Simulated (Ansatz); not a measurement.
A single point on H3O3SSi (`O[Si](O)(O)[S]`) radical.

```yaml
crystal:
  periodic: [false, false, false]
  atoms:
    - {symbol: O, position_ang: [-1.510777, 0.245455, 0.593074]}
    - {symbol: Si, position_ang: [0.028534, 0.176427, 0.070892]}
    - {symbol: O, position_ang: [0.887597, -1.122533, 0.567718]}
    - {symbol: O, position_ang: [-0.052119, 0.098059, -1.554112]}
    - {symbol: S, position_ang: [1.020300, 1.860716, 0.887995]}
    - {symbol: H, position_ang: [-2.184822, -0.023743, -0.034816]}
    - {symbol: H, position_ang: [1.047145, -1.208840, 1.509443]}
    - {symbol: H, position_ang: [0.764161, -0.025542, -2.040193]}
basis:
  gaussian: {orbitals: def2-QZVPP}
magnetization: {spin_polarized: true, initial_magnetization: 1}
correlation: {method: mp2}
scf: {omitted_lower_state_checks: [cluster_reference]}
```

```sh
$ ansatz run in.yaml --threads 2 --pin off --events-out ev --progress --plain --max-ram 32768MiB --backend cuda --devices 0, --max-vram 18GiB
```

Output, abridged:

```
Functional definition: HF
2452 factors; integrals over basis functions are off by at most 1.1e-3 eV
mean field evaluation 1: about -24842.3433 eV, gradient 4.0e1 eV
mean field evaluation 2: about -24842.3448 eV, gradient 4.0e1 eV
mean field evaluation 4: about -24847.8933 eV, gradient 2.6e0 eV
mean field evaluation 8: about -24847.9579 eV, gradient 5.9e-2 eV
mean field evaluation 32: about -24847.7879 eV, gradient 8.7e-1 eV
mean field -24847.95795021 eV, -913.1456121194 hartree, gradient 1.3e-6 eV, S^2 0.763303; 4 other end points of the search recorded, 0 dependent functions left out
13 core orbitals not correlated: weight in the atoms' cores, before any rotation towards them, 1.000 or more for the frozen orbitals, at most 0.000 for the correlated occupied ones
reference -24847.95795021 eV, -913.1456121194 hartree; 16, 15 occupied and 372, 373 virtual orbitals, 2452 factors
second order -28.72460129 eV of doubles, -0.00000000 eV of singles
Total energy: -24876.68255150 eV, -914.2012217464 hartree
Checks for a lower state left out: cluster_reference
```

Run time 15 s (2 threads of an AMD EPYC 7R13 on a shared host and a share of an NVIDIA H100 80 GB); peak host memory 0.92 GiB.
